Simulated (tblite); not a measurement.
Species: C4H8BP.
Atom-mapped SMILES: `[BH3-:1][PH+:2]1[CH:3]=[CH:4][CH:5]=[CH:6]1` (hydrogens: H7, H8, H9 on B1; H10 on P2; H11 on C3; H12 on C4; H13 on C5; H14 on C6)
Bond orders are those of one Lewis drawing.

Computed with GFN2-xTB (tblite), gas phase: L-BFGS steps from a force-field or distance-geometry start until the largest atomic force falls under 0.01 eV/Å.

Step 1: E = -444.5475 eV
```
atom  x, y, z in Å  |  force x, y, z in eV/Å
B1      2.1008    0.2141   -0.3262    0.734   0.149  -0.472
P2      0.5379   -0.0143    0.7189    0.459   0.055  -0.467
C3     -0.4972   -1.3370    0.1090   -0.359   0.094   0.490
C4     -1.6580   -0.8429   -0.3728    0.000  -0.009   0.126
C5     -1.8010    0.5866   -0.2377    1.058   0.256   0.463
C6     -0.7195    1.1934    0.3386   -0.973  -0.906   0.115
H7      1.7740    0.2921   -1.4685   -0.284  -0.043   0.004
H8      2.8121   -0.7165   -0.1509   -0.080  -0.299   0.177
H9      2.6378    1.2132    0.0200   -0.126   0.225   0.235
H10     0.7392   -0.1245    2.1136   -0.471   0.003  -0.453
H11    -0.2242   -2.3710    0.0836    0.137  -0.192   0.032
H12    -2.4185   -1.4848   -0.7958    0.011   0.237  -0.130
H13    -2.6553    1.1537   -0.5505   -0.200  -0.112  -0.247
H14    -0.6289    2.2374    0.4965    0.094   0.541   0.126
```

Step 2: E = -444.6120 eV
```
atom  x, y, z in Å  |  force x, y, z in eV/Å
B1      2.1160    0.2178   -0.3365    0.577   0.068  -0.308
P2      0.5533   -0.0132    0.7107   -0.009   0.003  -0.494
C3     -0.5049   -1.3399    0.1191   -0.154   0.157   0.415
C4     -1.6604   -0.8410   -0.3709    0.187  -0.202   0.183
C5     -1.7948    0.5837   -0.2366    0.494   0.448   0.298
C6     -0.7288    1.1890    0.3485   -0.421  -0.466   0.224
H7      1.7681    0.2912   -1.4678   -0.232  -0.025  -0.095
H8      2.8102   -0.7228   -0.1471   -0.023  -0.249   0.130
H9      2.6348    1.2175    0.0249   -0.042   0.242   0.193
H10     0.7290   -0.1243    2.1036   -0.400  -0.001  -0.365
H11    -0.2214   -2.3735    0.0843    0.075  -0.119   0.045
H12    -2.4175   -1.4792   -0.7981   -0.068   0.180  -0.147
H13    -2.6571    1.1503   -0.5547   -0.012  -0.214  -0.162
H14    -0.6272    2.2440    0.4983    0.027   0.178   0.082
```

Step 3: E = -444.6857 eV
```
atom  x, y, z in Å  |  force x, y, z in eV/Å
B1      2.1544    0.2249   -0.3602    0.163  -0.048   0.002
P2      0.5767   -0.0119    0.6849   -0.561  -0.010  -0.241
C3     -0.5195   -1.3427    0.1457    0.401  -0.133   0.206
C4     -1.6587   -0.8438   -0.3629    0.028   0.055   0.121
C5     -1.7861    0.5883   -0.2335   -0.019   0.078   0.139
C6     -0.7434    1.1820    0.3760    0.297   0.194   0.163
H7      1.7527    0.2891   -1.4697   -0.062   0.007  -0.206
H8      2.8068   -0.7392   -0.1377    0.078  -0.112   0.018
H9      2.6292    1.2309    0.0377    0.088   0.183   0.073
H10     0.7022   -0.1240    2.0784   -0.245  -0.005  -0.261
H11    -0.2156   -2.3790    0.0868   -0.060   0.137   0.108
H12    -2.4179   -1.4655   -0.8057   -0.107   0.094  -0.109
H13    -2.6570    1.1376   -0.5644    0.052  -0.169  -0.092
H14    -0.6246    2.2530    0.5025   -0.052  -0.271   0.079
```

Step 4: E = -444.7027 eV
```
atom  x, y, z in Å  |  force x, y, z in eV/Å
B1      2.1681    0.2264   -0.3672   -0.007  -0.038   0.055
P2      0.5758   -0.0115    0.6741   -0.419  -0.004  -0.085
C3     -0.5175   -1.3462    0.1567    0.082   0.075  -0.026
C4     -1.6588   -0.8427   -0.3590    0.213  -0.055   0.183
C5     -1.7825    0.5895   -0.2301   -0.157   0.009   0.080
C6     -0.7440    1.1823    0.3860    0.303   0.188   0.052
H7      1.7473    0.2886   -1.4733    0.028   0.012  -0.157
H8      2.8070   -0.7458   -0.1346    0.084  -0.052  -0.015
H9      2.6289    1.2375    0.0425    0.088   0.101   0.015
H10     0.6906   -0.1240    2.0668   -0.189  -0.002  -0.224
H11    -0.2148   -2.3784    0.0892   -0.027   0.024   0.120
H12    -2.4194   -1.4599   -0.8095   -0.058   0.108  -0.057
H13    -2.6568    1.1317   -0.5689    0.099  -0.156  -0.047
H14    -0.6246    2.2521    0.5051   -0.040  -0.211   0.106
```

Q: Estimate the geometry and energy of step 5. (The exact step hangs on the optimiser's Hessian estimate; all steps are aligned on step 4, rigid shifts and turns removed.)

A: E = -444.7140 eV, largest force 0.196 eV/Å
```
atom  x, y, z in Å  |  force x, y, z in eV/Å
B1      2.1786    0.2271   -0.3719   -0.146  -0.011   0.068
P2      0.5685   -0.0110    0.6645   -0.038   0.032   0.031
C3     -0.5165   -1.3463    0.1640    0.105  -0.069  -0.076
C4     -1.6540   -0.8430   -0.3520   -0.129  -0.010  -0.007
C5     -1.7809    0.5903   -0.2250   -0.069  -0.037   0.097
C6     -0.7408    1.1841    0.3938    0.049   0.049  -0.118
H7      1.7439    0.2884   -1.4788    0.117   0.013  -0.060
H8      2.8086   -0.7518   -0.1325    0.060   0.020  -0.041
H9      2.6301    1.2443    0.0465    0.056  -0.011  -0.041
H10     0.6776   -0.1240    2.0530   -0.140  -0.005  -0.137
H11    -0.2143   -2.3784    0.0936   -0.015   0.017   0.129
H12    -2.4214   -1.4531   -0.8134    0.070   0.159   0.041
H13    -2.6551    1.1243   -0.5735    0.083  -0.112  -0.020
H14    -0.6250    2.2489    0.5096   -0.002  -0.035   0.134
```

The energy changes by -0.0113 eV. The first-order estimate −F·Δx gives -0.0195 eV and the mean of the old and new forces, exact on a quadratic surface, -0.0113 eV. The step makes an angle of 48° with the force vector and moves no atom by more than 0.019 Å.

What follows is the cost of the whole relaxation. Hardware: one thread of an Intel Xeon Platinum 8375C at 2.90 GHz, shared host with 64 logical CPUs at a one-minute load of 37. Cost: 0.24 s wall.
